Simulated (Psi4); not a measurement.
Cl5Nb, singlet, at a GFN2-xTB geometry (such geometries of metal compounds can be far from the true shape) (core potentials on Nb); B3LYP/def2-SVP in Psi4.

The Psi4 input:
```
memory 2 GB

molecule mol {
0 1
  Nb    0.000000    0.000000    0.000000
  Cl    1.857890   -0.395840   -1.218984
  Cl    0.992610   -0.983746    1.832318
  Cl   -0.992610    0.983746   -1.832318
  Cl   -1.652178   -1.536142    0.070291
  Cl   -0.205712    1.931982    1.148693
}

set basis def2-svp
set reference uks

energy('b3lyp')
print_variables()
```

The log (banner, timings and long lists left out):

```
   => Loading Basis Set <=

    Name: DEF2-SVP
    Role: ORBITAL
    Keyword: BASIS

    !!!  WARNING: ECP capability is in beta. Please check occupations closely.  !!!

         ---------------------------------------------------------
                                   SCF
               by Justin Turney, Rob Parrish, Andy Simmonett
                          and Daniel G. A. Smith
                              UKS Reference
         ---------------------------------------------------------

  ==> Geometry <==

    Molecular point group: c1
    Full point group: C1

    Geometry (in Angstrom), charge = 0, multiplicity = 1:

       Center              X                  Y                   Z               Mass
    ------------   -----------------  -----------------  -----------------  -----------------
         NB          -0.000000000000    -0.000000000000     0.000000000000    92.906373000000
         CL           1.857890000000    -0.395840000000    -1.218984000000    34.968852682000
         CL           0.992610000000    -0.983746000000     1.832318000000    34.968852682000
         CL          -0.992610000000     0.983746000000    -1.832318000000    34.968852682000
         CL          -1.652178000000    -1.536142000000     0.070291000000    34.968852682000
         CL          -0.205712000000     1.931982000000     1.148693000000    34.968852682000

  Running in c1 symmetry.

  Rotational constants: A =      0.03154  B =      0.02640  C =      0.02640 [cm^-1]
  Rotational constants: A =    945.63684  B =    791.36758  C =    791.36741 [MHz]
  Nuclear repulsion =  691.949560133569435

  Charge       = 0
  Multiplicity = 1
  Electrons    = 98
  Nalpha       = 49
  Nbeta        = 49

  ==> Algorithm <==

  SCF Algorithm Type is DF.
  DIIS enabled.
  MOM disabled.
  Fractional occupation disabled.
  Guess Type is SAD.
  Energy threshold   = 1.00e-06
  Density threshold  = 1.00e-06
  Integral threshold = 1.00e-12

  ==> Primary Basis <==

  Basis Set: DEF2-SVP
    Blend: DEF2-SVP
    Number of shells: 51
    Number of basis functions: 121
    Number of Cartesian functions: 131
    Spherical Harmonics?: true
    Max angular momentum: 3

  Core potential: DEF2-SVP
    Number of shells: 4
    Number of ECP primitives: 14
    Number of ECP core electrons: 28
    Max angular momentum: 3

  ==> DFT Potential <==

   => LibXC <=

    Version 7.1.2
    S. Lehtola, C. Steigemann, M. J. T. Oliveira, and M. A. L. Marques,  SoftwareX 7, 1–5 (2018) (10.1016/j.softx.2017.11.002)

   => Composite Functional: B3LYP <=

    B3LYP Hyb-GGA Exchange-Correlation Functional

    P. J. Stephens, F. J. Devlin, C. F. Chabalowski, and M. J. Frisch,  J. Phys. Chem. 98, 11623 (1994) (10.1021/j100096a001)

    Deriv               =              1
    GGA                 =           TRUE
    Meta                =          FALSE

    Exchange Hybrid     =           TRUE
    MP2 Hybrid          =          FALSE

   => Exchange Functionals <=

    0.0800   Slater exchange
    0.7200         Becke 88

   => Exact (HF) Exchange <=

    0.2000               HF

   => Correlation Functionals <=

    0.1900   Vosko, Wilk & Nusair (VWN5_RPA)
    0.8100   Lee, Yang & Parr

   => LibXC Density Thresholds  <==

    XC_HYB_GGA_XC_B3LYP:  1.00E-15

   => Molecular Quadrature <=

    Radial Scheme          =       TREUTLER
    Pruning Scheme         =           NONE
    Nuclear Scheme         =       TREUTLER

    Blocking Scheme        =         OCTREE
    BS radius alpha        =              1
    Pruning alpha          =              1
    Radial Points          =             75
    Spherical Points       =            302
    Total Points           =         129337
    Total Blocks           =           1111
    Max Points             =            256
    Max Functions          =            105
    Weights Tolerance      =       1.00E-15

   => Loading Basis Set <=

    Name: (DEF2-SVP AUX)
    Role: JKFIT
    Keyword: DF_BASIS_SCF

  ==> Integral Setup <==

  SCF_SUBTYPE=INCORE selected. In-core MEM_DF algorithm will be used.
  Using in-core AOs.

  ==> MemDFJK: Density-Fitted J/K Matrices <==

    J tasked:                   Yes
    K tasked:                   Yes
    wK tasked:                   No
    Algorithm:                 Core
    Schwarz Cutoff:           1E-12
    Mask sparsity (%):       6.6662
    Fitting Condition:        1E-10

   => Auxiliary Basis Set <=

  Basis Set: (DEF2-SVP AUX)
    Blend: DEF2-UNIVERSAL-JKFIT
    Number of shells: 239
    Number of basis functions: 895
    Number of Cartesian functions: 1159
    Spherical Harmonics?: true
    Max angular momentum: 6

  Minimum eigenvalue in the overlap matrix is 5.5327832943E-03.
  Reciprocal condition number of the overlap matrix is 1.3873209378E-03.
    Using symmetric orthogonalization.

  ==> Pre-Iterations <==

  SCF Guess: Superposition of Atomic Densities via on-the-fly atomic UHF (no occupation information).

   -------------------------
    Irrep   Nso     Nmo
   -------------------------
     A        121     121
   -------------------------
    Total     121     121
   -------------------------

  ==> Iterations <==

                           Total Energy        Delta E     RMS |[F,P]|

   @DF-UKS iter SAD: -2357.32695973648879   -2.35733e+03   0.00000e+00
   @DF-UKS iter   1: -2357.13643715744001    1.90523e-01   7.28318e-03 DIIS/ADIIS
   @DF-UKS iter   2: -2348.66154505071790    8.47489e+00   3.05718e-02 DIIS/ADIIS
   @DF-UKS iter   3: -2357.50812109054050   -8.84658e+00   3.93143e-03 DIIS/ADIIS
   @DF-UKS iter   4: -2357.59892160939989   -9.08005e-02   1.55192e-03 DIIS/ADIIS
   @DF-UKS iter   5: -2357.62005481932465   -2.11332e-02   4.45312e-04 DIIS/ADIIS
   @DF-UKS iter   6: -2357.62159245967132   -1.53764e-03   6.95356e-05 DIIS
   @DF-UKS iter   7: -2357.62162503322588   -3.25736e-05   1.86731e-05 DIIS
   @DF-UKS iter   8: -2357.62162794923142   -2.91601e-06   7.85854e-06 DIIS
   @DF-UKS iter   9: -2357.62162853262680   -5.83395e-07   2.76994e-06 DIIS
   @DF-UKS iter  10: -2357.62162859329874   -6.06719e-08   6.41542e-07 DIIS
  Energy and wave function converged.

  ==> Post-Iterations <==

   Electrons on quadrature grid:
      Nalpha   =   49.0000016281 ; deviation = 1.628e-06
      Nbeta    =   49.0000016281 ; deviation = 1.628e-06
      Ntotal   =   98.0000032562 ; deviation = 3.256e-06

   @Spin Contamination Metric:   1.563194019E-13
   @S^2 Expected:                0.000000000E+00
   @S^2 Observed:                1.563194019E-13
   @S   Expected:                0.000000000E+00
   @S   Observed:                0.000000000E+00

    Orbital Energies [Eh]
    ---------------------

    Alpha Occupied:

[...]
      49A     -0.323744

    Alpha Virtual:

[...]
    Beta Occupied:

[...]
      49A     -0.323744

    Beta Virtual:

[...]
    Final Occupation by Irrep:
              A
    DOCC [    49 ]
    SOCC [     0 ]
    NA   [    49 ]
    NB   [    49 ]

  @DF-UKS Final Energy: -2357.62162859329874

   => Energetics <=

    Nuclear Repulsion Energy =            691.9495601335694346
    One-Electron Energy =               -4652.4540976397684062
    Two-Electron Energy =                1722.3029086716467191
    DFT Exchange-Correlation Energy =    -119.4199997587463713
    Empirical Dispersion Energy =           0.0000000000000000
    VV10 Nonlocal Energy =                  0.0000000000000000
    Total Energy =                      -2357.6216285932987375

  UHF NO Occupations:
  HONO-2 :   47  A 2.0000000
  HONO-1 :   48  A 2.0000000
  HONO-0 :   49  A 2.0000000
  LUNO+0 :   50  A 0.0000000
  LUNO+1 :   51  A 0.0000000
  LUNO+2 :   52  A 0.0000000
  LUNO+3 :   53  A 0.0000000

Computation Completed

Properties will be evaluated at   0.000000,   0.000000,   0.000000 [a0]

Properties computed using the SCF density matrix

 Multipole Moments:

 ------------------------------------------------------------------------------------
     Multipole            Electronic (a.u.)      Nuclear  (a.u.)        Total (a.u.)
 ------------------------------------------------------------------------------------

 L = 1.  Multiply by 2.5417464519 to convert [e a0] to [Debye]
 Dipole X            :          0.0002002            0.0000000            0.0002002
 Dipole Y            :         -0.0001623            0.0000000           -0.0001623
 Dipole Z            :         -0.0001102            0.0000000           -0.0001102
 Magnitude           :                                                    0.0002803

 ------------------------------------------------------------------------------------

  Variable Map:
  ----------------------------------------------------------------------------
[...]
  Array Variable Map:
  ----------------------------------------------------------------------------
[...]
[...]
```
